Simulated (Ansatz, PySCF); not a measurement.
System: SnH4, charge 0, multiplicity 1. SMILES: [SnH4]
Geometry from a B3LYP-D3(BJ)/def2-TZVP (Ansatz, a program for electronic structure) optimisation:
```
Sn
H 1 1.7085
H 1 1.7085 2 109.47
H 1 1.7085 2 109.47 3 120.00
H 1 1.7085 2 109.47 4 120.00
```
Charge 0, spin multiplicity 1.

Property: atomisation energy (electronic, to ground-state atoms), in kcal/mol. Cores are frozen in the correlated levels unless marked. UHF or UKS for open shells. No spin-orbit coupling. Frozen are the shells of the preceding noble gas and the d and f shells that filled before the atom's block. Past Kr the def2 sets carry scalar-relativistic core potentials. STO-3G rows are all-electron and non-relativistic. The coupled-cluster limit lacks core correlation, which all-electron functionals hold. CBS marks a two-point X^-3 extrapolation of the correlation energy; Hartree-Fock from the larger set.

| level | program | atomisation energy (kcal/mol) |
|---|---|---|
| BP86-D4/def2-TZVPD | PySCF + dftd4 | ? |
| r2SCAN/def2-TZVPD | Ansatz | 257.8 |
| B97M-V/def2-TZVPD | Ansatz | 270.0 |
| PBE0-D4/def2-TZVPD | Ansatz + dftd4 | 253.2 |
| HSE06-D3(BJ)/def2-TZVPD | Ansatz + dftd3 | 252.8 |
| CAM-B3LYP/def2-TZVPD | Ansatz | ? |
| LC-wPBE-D4/def2-TZVPD | Ansatz + dftd4 | 257.2 |
| wB97M-V/def2-TZVPD | Ansatz | ? |
| B2GP-PLYP-D4/def2-TZVPD | Ansatz + dftd4 | ? |
| SCS-MP2/STO-3G | Ansatz | 363.5 |
| SCS-MP2/def2-SVPD | Ansatz | 240.8 |
| CCSD/def2-QZVPPD | Ansatz | 257.9 |
| CCSD(T)/CBS(def2-TZVPPD,def2-QZVPPD) | Ansatz | 260.7 |

**Question.** Complete the blanks.

**Answer.** 
- BP86-D4/def2-TZVPD, atomisation energy (kcal/mol): 264.9
- CAM-B3LYP/def2-TZVPD, atomisation energy (kcal/mol): 261.9
- wB97M-V/def2-TZVPD, atomisation energy (kcal/mol): 260.4
- B2GP-PLYP-D4/def2-TZVPD, atomisation energy (kcal/mol): 253.0
